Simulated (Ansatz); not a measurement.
Frontier orbitals of C2H8B2S.

```tsv
atom	x (Å)	y (Å)	z (Å)
B1	0.1209	1.9047	0.7649
S2	1.0086	0.8944	-0.5816
C3	0.1978	-0.6270	0.1385
B4	-0.8042	0.5083	-0.2091
C5	0.3197	-1.8723	-0.6901
H6	0.4847	1.6336	1.8725
H7	-0.0994	3.0326	0.4449
H8	0.5202	-0.7257	1.1734
H9	-1.0893	1.2801	0.8005
H10	-1.6656	0.5795	-1.0229
H11	1.3264	-2.2951	-0.6618
H12	0.0492	-1.6871	-1.7314
H13	-0.3690	-2.6261	-0.2978
```

Total charge 0; spin multiplicity 1. The bonds changed during the relaxation, so this is another structure than the one it started from. The geometry is a stationary point of PBE0-D4/def2-TZVP. It is one conformer, not always the lowest. Basis def2-TZVPP, Ansatz.

```csv
functional,HOMO (eV),LUMO (eV),gap (eV)
PBE,-6.76,-1.14,5.62
revPBE,-6.72,-1.05,5.67
PBE0,-7.95,-0.14,7.81
r2SCAN0,-8.10,0.03,8.13
ωB97X-V,-10.28,2.02,12.30
ωB97M-V,-10.12,1.82,11.94
```

A quarter of exact exchange (PBE0) shifts PBE's HOMO by −1.19 eV and its LUMO by +1.00 eV; full exchange at long range (ωB97M-V) shifts them by −3.36 and +2.96 eV. The gap opens from 5.63 to 11.95 eV, since occupied levels lose self-interaction and empty ones feel all the electrons. A positive LUMO is unbound and depends on the basis.
